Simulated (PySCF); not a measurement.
PySCF input (M06-L/def2-TZVPD):

```python
from pyscf import gto, scf, dft

mol = gto.M(
    atom='''
    B     0.17400691   -0.05076612   -0.13535658
    H    -0.03736132   -0.39695810    1.04607708
    H    -0.83267324    0.65078873   -0.36929415
    ''',
    basis='def2-tzvpd',
    charge=-1,
    spin=0,
    verbose=4,
)

mf = dft.RKS(mol, xc='m06l').density_fit(auxbasis='def2-universal-jkfit')
mf.grids.level = 4
mf.conv_tol = 1e-9
mf.max_cycle = 100
mf.max_memory = 1500
mf.kernel()
if not mf.converged:
    mf = mf.newton()
    mf.kernel(mf.make_rdm1())
mf.analyze()
```

Output:

```
PySCF version 2.14.0

[INPUT] verbose = 4
[INPUT] num. atoms = 3
[INPUT] num. electrons = 8
[INPUT] charge = -1
[INPUT] spin (= nelec alpha-beta = 2S) = 0
[INPUT] symmetry False subgroup None
[INPUT] Mole.unit = angstrom
[INPUT] Symbol           X                Y                Z      unit          X                Y                Z       unit  Magmom
[INPUT]  1 B      0.174006910000  -0.050766120000  -0.135356580000 AA    0.328825403682  -0.095934063207  -0.255786865358 Bohr   0.0
[INPUT]  2 H     -0.037361320000  -0.396958100000   1.046077080000 AA   -0.070602662452  -0.750142091928   1.976799186385 Bohr   0.0
[INPUT]  3 H     -0.832673240000   0.650788730000  -0.369294150000 AA   -1.573524374854   1.229812464654  -0.697864802904 Bohr   0.0

nuclear repulsion = 4.51025288716172
number of shells = 23
number of NR pGTOs = 74
number of NR cGTOs = 55
basis = def2-tzvpd
ecp = {}

******** <class 'pyscf.df.df_jk.DFRKS'> ********
method = DFRKS
initial guess = minao
damping factor = 0
level_shift factor = 0
DIIS = <class 'pyscf.scf.diis.CDIIS'>
diis_start_cycle = 1
diis_space = 8
diis_damp = 0
SCF conv_tol = 1e-09
SCF conv_tol_grad = None
SCF max_cycles = 100
direct_scf = False
XC library pyscf.dft.libxc version 7.1.2
    S. Lehtola, C. Steigemann, M. J. T. Oliveira, and M. A. L. Marques,  SoftwareX 7, 1–5 (2018)
XC functionals = m06l
    Y. Zhao and D. G. Truhlar,  J. Chem. Phys. 125, 194101 (2006)
    Y. Zhao and D. G. Truhlar,  J. Chem. Phys. 125, 194101 (2006)
    Y. Zhao and D. G. Truhlar,  Theor. Chem. Acc. 120, 215 (2008)
radial grids:
    Treutler-Ahlrichs [JCP 102, 346 (1995); DOI:10.1063/1.469408] (M4) radial grids

becke partition: Becke, JCP 88, 2547 (1988); DOI:10.1063/1.454033
pruning grids: <function nwchem_prune>
grids dens level: 4
symmetrized grids: False
atomic radii adjust function: <function treutler_atomic_radii_adjust>
small_rho_cutoff = 0
Set gradient conv threshold to 3.16228e-05
Initial guess from minao.
tot grids = 59520
init E= -25.7540740246072
  HOMO = -0.192109936171637  LUMO = -0.129084808694415  gap/eV = 1.71500
cycle= 1 E= -25.8668023518188  delta_E= -0.113  |g|= 0.318  |ddm|= 1.19
  HOMO = 0.167021710138686  LUMO = 0.199347768750693  gap/eV = 0.87964
cycle= 2 E= -25.5156571571065  delta_E= 0.351  |g|= 0.609  |ddm|= 56.8
  HOMO = 0.0558109455116451  LUMO = 0.11211240209377  gap/eV = 1.53204
cycle= 3 E= -25.9234609323303  delta_E= -0.408  |g|= 0.128  |ddm|= 55.9
  HOMO = 0.0749373454632654  LUMO = 0.134091622159092  gap/eV = 1.60967
cycle= 4 E= -25.9333986230273  delta_E= -0.00994  |g|= 0.0536  |ddm|= 0.853
  HOMO = 0.0867928905761666  LUMO = 0.149887533358401  gap/eV = 1.71689
cycle= 5 E= -25.9355817008634  delta_E= -0.00218  |g|= 0.0153  |ddm|= 0.716
  HOMO = 0.0838252108693407  LUMO = 0.146558169822963  gap/eV = 1.70705
cycle= 6 E= -25.9357108538015  delta_E= -0.000129  |g|= 0.00429  |ddm|= 0.0982
  HOMO = 0.0838127185284527  LUMO = 0.146905729349553  gap/eV = 1.71685
cycle= 7 E= -25.9357272410425  delta_E= -1.64e-05  |g|= 0.00105  |ddm|= 0.101
  HOMO = 0.0836399066985098  LUMO = 0.146742342697772  gap/eV = 1.71710
cycle= 8 E= -25.9357283698159  delta_E= -1.13e-06  |g|= 0.000288  |ddm|= 0.0131
  HOMO = 0.083659080809154  LUMO = 0.146749313669808  gap/eV = 1.71677
cycle= 9 E= -25.9357284325461  delta_E= -6.27e-08  |g|= 0.000228  |ddm|= 0.00761
  HOMO = 0.0836069466834406  LUMO = 0.146704666985039  gap/eV = 1.71698
cycle= 10 E= -25.9357284622883  delta_E= -2.97e-08  |g|= 6.96e-05  |ddm|= 0.00114
  HOMO = 0.0835864284443613  LUMO = 0.146684121299296  gap/eV = 1.71698
cycle= 11 E= -25.9357284654915  delta_E= -3.2e-09  |g|= 1.3e-05  |ddm|= 0.000637
  HOMO = 0.0835876652898264  LUMO = 0.146685486406053  gap/eV = 1.71698
cycle= 12 E= -25.9357284655736  delta_E= -8.21e-11  |g|= 3.36e-06  |ddm|= 5.3e-05
  HOMO = 0.0835886607807268  LUMO = 0.146686442277876  gap/eV = 1.71698
Extra cycle  E= -25.9357284655726  delta_E= 9.63e-13  |g|= 4.02e-06  |ddm|= 2.25e-05
converged SCF energy = -25.9357284655726
**** SCF Summaries ****
Total Energy =                         -25.935728465572609
Nuclear Repulsion Energy =               4.510252887161715
One-electron Energy =                  -44.495473180035503
Two-electron Energy =                   14.049491827301178
Two-electron Coulomb Energy =           18.923503602275780
DFT Exchange-Correlation Energy =       -4.874011774974601
HOMO-LUMO gap [eV] =                     1.716978089324528
**** MO energy ****
MO #1   energy= -6.40872083794847  occ= 2
MO #2   energy= -0.21040552922851  occ= 2
MO #3   energy= -0.0551490500395175 occ= 2
MO #4   energy= 0.0835886607807268 occ= 2
MO #5   energy= 0.146686442277876  occ= 0
MO #6   energy= 0.162422766132858  occ= 0
MO #7   energy= 0.259111791506978  occ= 0
MO #8   energy= 0.267289277444904  occ= 0
MO #9   energy= 0.268193553635068  occ= 0
MO #10  energy= 0.279561126914553  occ= 0
MO #11  energy= 0.282604342570126  occ= 0
MO #12  energy= 0.292136115918641  occ= 0
MO #13  energy= 0.294031662198972  occ= 0
MO #14  energy= 0.338865001167393  occ= 0
MO #15  energy= 0.357629067175562  occ= 0
MO #16  energy= 0.39620129014723   occ= 0
MO #17  energy= 0.424363160808101  occ= 0
MO #18  energy= 0.458577520294593  occ= 0
MO #19  energy= 0.473906191599143  occ= 0
MO #20  energy= 0.478216204911347  occ= 0
MO #21  energy= 0.486900550418515  occ= 0
MO #22  energy= 0.553604998229413  occ= 0
MO #23  energy= 0.559020994395126  occ= 0
MO #24  energy= 0.675752660899732  occ= 0
MO #25  energy= 0.723253048565178  occ= 0
MO #26  energy= 0.770745469579602  occ= 0
MO #27  energy= 0.782710602626184  occ= 0
MO #28  energy= 0.832260994325248  occ= 0
MO #29  energy= 0.93655684834777   occ= 0
MO #30  energy= 1.02439452245898   occ= 0
MO #31  energy= 1.18955159626108   occ= 0
MO #32  energy= 1.20311129751121   occ= 0
MO #33  energy= 1.35865424729801   occ= 0
MO #34  energy= 1.40116322496557   occ= 0
MO #35  energy= 1.78062569871733   occ= 0
MO #36  energy= 1.78892858440546   occ= 0
MO #37  energy= 1.83864386225765   occ= 0
MO #38  energy= 1.90875324069547   occ= 0
MO #39  energy= 2.03115743226125   occ= 0
MO #40  energy= 2.03631672018262   occ= 0
MO #41  energy= 2.12714956616116   occ= 0
MO #42  energy= 2.21271810866724   occ= 0
MO #43  energy= 2.21509541733597   occ= 0
MO #44  energy= 2.23673784540542   occ= 0
MO #45  energy= 2.31147177613164   occ= 0
MO #46  energy= 2.31804951986242   occ= 0
MO #47  energy= 2.6087348480487    occ= 0
MO #48  energy= 2.64900697458761   occ= 0
MO #49  energy= 2.6506173885613    occ= 0
MO #50  energy= 2.74635920047371   occ= 0
MO #51  energy= 3.29356607310198   occ= 0
MO #52  energy= 3.30078866228789   occ= 0
MO #53  energy= 3.42418456668371   occ= 0
MO #54  energy= 3.47815945014615   occ= 0
MO #55  energy= 14.1461574204028   occ= 0
 ** Mulliken pop on meta-lowdin orthogonal AOs  **
 ** Mulliken pop  **
pop of  0 B 1s            1.99984
pop of  0 B 2s            1.37214
pop of  0 B 3s            0.04063
pop of  0 B 4s            0.00826
pop of  0 B 5s            0.01367
pop of  0 B 6s            0.00974
pop of  0 B 2px           0.95853
pop of  0 B 2py           0.33622
pop of  0 B 2pz           0.97528
pop of  0 B 3px           0.03945
pop of  0 B 3py           0.00367
pop of  0 B 3pz           0.02436
pop of  0 B 4px           0.01570
pop of  0 B 4py           0.00189
pop of  0 B 4pz           0.01036
pop of  0 B 3dxy          0.00254
pop of  0 B 3dyz          0.00029
pop of  0 B 3dz^2         0.00154
pop of  0 B 3dxz          0.00231
pop of  0 B 3dx2-y2       0.00137
pop of  0 B 4dxy          0.00055
pop of  0 B 4dyz          0.00030
pop of  0 B 4dz^2         0.00017
pop of  0 B 4dxz          0.00008
pop of  0 B 4dx2-y2       0.00013
pop of  0 B 5dxy          0.00163
pop of  0 B 5dyz          0.00133
pop of  0 B 5dz^2         0.00056
pop of  0 B 5dxz          0.00005
pop of  0 B 5dx2-y2       0.00021
pop of  0 B 4f-3          0.00010
pop of  0 B 4f-2          0.00002
pop of  0 B 4f-1          0.00010
pop of  0 B 4f+0          0.00010
pop of  0 B 4f+1          0.00002
pop of  0 B 4f+2          0.00000
pop of  0 B 4f+3          0.00000
pop of  1 H 1s            1.06970
pop of  1 H 2s            0.00249
pop of  1 H 3s            0.00042
pop of  1 H 2px           0.00388
pop of  1 H 2py           0.00054
pop of  1 H 2pz           0.00191
pop of  1 H 3px           0.00535
pop of  1 H 3py           0.00053
pop of  1 H 3pz           0.00359
pop of  2 H 1s            1.06970
pop of  2 H 2s            0.00249
pop of  2 H 3s            0.00042
pop of  2 H 2px           0.00326
pop of  2 H 2py           0.00030
pop of  2 H 2pz           0.00277
pop of  2 H 3px           0.00554
pop of  2 H 3py           0.00061
pop of  2 H 3pz           0.00332
 ** Mulliken atomic charges  **
charge of    0B =     -0.82318
charge of    1H =     -0.08841
charge of    2H =     -0.08841

WARN: System has nonzero charge -1; the dipole moment is origin-dependent.
Location of origin: [0. 0. 0.]

Dipole moment(X, Y, Z, Debye): -2.58310,  0.75368,  2.00938
```
